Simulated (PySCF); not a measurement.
**C₆ coefficients of unlike pairs at MN15**

Calculated with PySCF 2.14 from the dipole response of each species, C₆(A,B) = (3/π) ∫ α_A(iu) α_B(iu) du, in atomic units, from isotropic polarisabilities. For ions this is the dispersion term alone; charge-induced terms of lower order in 1/R come first.

| species | configuration | basis | relativity | α (bohr³) | C₆ (like pair) |
| --- | --- | --- | --- | --- | --- |
| In⁺ | [Kr] 4d10 5s2 (1S) | def2-TZVPPD with the def2 core potential (28 electrons) (7s5p4d2f) | core potential | 24.73 | 171.0 |
| Mg²⁺ | [Ne] (1S) | aug-cc-pVTZ with one added diffuse shell each of s, p, d, f type (7s6p4d3f) | none | 0.2779 | 0.1503 |
| Os⁺ | [Xe] 4f14 5d6 6s1 (6D) | aug-cc-pVQZ-PP with ECP60MDF (7s7p6d4f3g2h) | core potential | 28.07 | 234.6 |
| Ca | [Ar] 4s2 (1S) | dyall-av3z (25s18p5d4f) | spin-free X2C | 135.8 | 1770 |

(1) Estimate C₆ for Ca with Os⁺.

No spin-orbit coupling is included.

The other pairs:

| pair | C₆ |
| --- | --- |
| Ca, Mg²⁺ | 7.688 |
| Mg²⁺, In⁺ | 3.860 |
| Os⁺, Mg²⁺ | 4.583 |
| Os⁺, In⁺ | 200.1 |
| Ca, In⁺ | 482.5 |

## Answers

(1) The integral gives 555.6. The combination rule 2 C_A C_B / (C_A α_B/α_A + C_B α_A/α_B) gives 553.3 and the geometric mean 644.4.
